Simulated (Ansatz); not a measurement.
A structure relaxed at r2SCAN-D4/def2-SVP in Ansatz, charge 0, singlet:

Cartesian coordinates in Å:
```
Mo -0.590 0.265 0.622
Mo 0.814 -0.494 -1.518
O -0.191 -1.414 -0.225
O -0.051 0.937 2.299
O -2.179 0.596 0.233
O 2.252 0.242 -0.965
O 0.012 0.363 -2.750
O -0.066 -0.495 2.303
```

**Question.** Give its formula.

**Answer.** Mo2O6.

**Question.** Summarise the bond lengths by kind (pairs closer than 1.2 times the sum of covalent radii, bridged metal pairs left out).

**Answer.** 7 × Mo–O 1.67 to 1.92 Å; 1 × O–O 1.43 Å.

In the def2 sets Mo takes a core potential; there is no spin–orbit coupling. The structure holds one bond between oxygen atoms, so isomers without such links may lie far lower. The restricted singlet is unstable towards broken spin symmetry in Hartree–Fock (as tested in another run); at r2SCAN-D4/def2-SVP this wasn't settled. Another isomer (singlet) lies 5.12 eV lower at PBE0-D4/def2-TZVP; other spin states weren't run for this one.
